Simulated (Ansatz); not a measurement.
Relaxation of BClH5NO (9 atoms, charge 0, multiplicity 1), to a largest force component of 0.03 eV/Å in at most 50 steps.

Method: Ansatz 0.2.0, RHF/def2-SVP.

```xyz
9
Properties=species:S:1:pos:R:3
B -0.046 -0.400 -0.120
Cl -0.057 -0.860 1.663
O 1.056 -0.618 -0.833
H 1.809 -0.905 -0.340
H -1.073 -0.072 -0.616
N 0.145 2.182 0.802
H 0.985 2.652 1.091
H -0.511 2.885 0.508
H -0.241 1.712 1.630
```

**Question.** Where does it end, and by what steps?

**Answer.** It converged. After 27 steps the energy has fallen by 0.437 eV; H8 moved furthest, 0.91 Å. Joined: B1–N6 (2.75 → 1.64 Å).

```csv
step,energy less start (eV),largest force component (eV/Å),accepted
0,0.0000,0.790,yes
1,-0.0553,0.582,yes
2,-0.0373,1.484,no
3,-0.0737,0.559,yes
4,-0.0870,0.500,yes
5,-0.0900,0.771,yes
6,-0.0933,0.286,yes
7,-0.1019,0.345,yes
8,-0.0936,0.435,no
9,-0.1068,0.093,yes
10,-0.1142,0.289,yes
11,-0.1652,0.737,yes
12,-0.3227,0.590,yes
13,-0.1399,2.915,no
14,-0.3528,0.189,yes
15,-0.3700,0.208,yes
16,-0.3752,0.667,yes
17,-0.3885,0.300,yes
18,-0.3931,1.133,yes
19,-0.3934,1.197,yes
20,-0.2510,3.231,no
21,-0.4206,0.224,yes
22,-0.4296,0.196,yes
23,-0.4202,0.291,no
24,-0.4350,0.101,yes
25,-0.4364,0.067,yes
26,-0.4236,0.609,no
27,-0.4367,0.012,yes
```

```xyz
9
Properties=species:S:1:pos:R:3
B 0.063 0.172 0.245
Cl 0.122 -0.823 1.871
O 1.240 0.114 -0.518
H 1.372 -0.723 -0.931
H -0.998 -0.023 -0.309
N 0.057 1.720 0.772
H 0.914 1.887 1.278
H 0.018 2.353 -0.011
H -0.719 1.898 1.389
```

Whether the end is a true minimum wasn't checked by a vibrational analysis.

Run time: 42 s on 1 thread of Arm Neoverse V2, with other jobs on the host, peak memory 0.15 GiB.
